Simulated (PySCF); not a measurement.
A structure optimised at B3LYP-D3(BJ)/def2-TZVPD, used in a PySCF frequency run:

```xyz
4

C      0.0000     0.0000     0.5009
N      0.0000     0.0000    -0.7366
H      0.0000    -0.9360     1.0754
H      0.0000     0.9360     1.0754
```
Charge 0, spin multiplicity 2.

### Question
Write its SMILES, formula and point group.

### Answer
C=[N], CH2N, C2v

### Question
What are its rotational constants (standard atomic weights)?

### Answer
286.13, 39.534, 34.735 GHz
